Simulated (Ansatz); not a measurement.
FH7N2O2Si2 (`N[Si@H](F)O[Si@@H](N)O`) at its PBE0-D4/def2-TZVP geometry, where that method's forces vanish. The species carries charge 0 and has multiplicity 1.

```tsv
atom	x (Å)	y (Å)	z (Å)
N1	-0.5944	-1.6738	-1.2782
Si2	0.0555	-0.1272	-1.5802
O3	-0.9435	0.7089	-2.5669
O4	0.2440	0.5805	-0.1156
Si5	-0.0103	0.3939	1.4700
N6	1.1022	1.3602	2.2916
F7	0.1513	-1.1760	1.7752
H8	-0.3364	-2.1758	-0.4430
H9	-0.8314	-2.2969	-2.0323
H10	1.3600	-0.0562	-2.2679
H11	-1.8780	0.6807	-2.3526
H12	-1.3845	0.7176	1.8957
H13	1.0448	1.5238	3.2819
H14	2.0207	1.5402	1.9225
```

Task: For each bond, give half the difference of the two atoms' forces along it (eV/Å; positive pushes the atoms apart) under PBE-D4, r2SCAN-D4, B3LYP-D4, ωB97M-V in def2-TZVPP. (An estimate is asked.)

Result: Computed: 
```
   bond  length (Å)  PBE-D4  r2SCAN-D4  B3LYP-D4  ωB97M-V
 N1–Si2       1.705   -0.01       0.00      0.10     0.08
  N1–H8       1.008    0.18       0.01     -0.03    -0.03
  N1–H9       1.007    0.18       0.03     -0.02    -0.02
 Si2–O3       1.634    0.24       0.04      0.10     0.11
 Si2–O4       1.638    0.12       0.00      0.05     0.04
Si2–H10       1.476   -0.03      -0.04     -0.19    -0.22
 O3–H11       0.959    0.35       0.02     -0.02    -0.07
 O4–Si5       1.617    0.17       0.03      0.07     0.07
 Si5–N6       1.687   -0.02       0.00      0.04     0.06
 Si5–F7       1.607    0.43       0.04      0.18     0.13
Si5–H12       1.475   -0.07      -0.05     -0.17    -0.23
 N6–H13       1.005    0.18       0.01     -0.02    -0.03
 N6–H14       1.006    0.18       0.02     -0.01    -0.02
```

B3LYP here is the variant with VWN-RPA as its local correlation; programs differ in this.
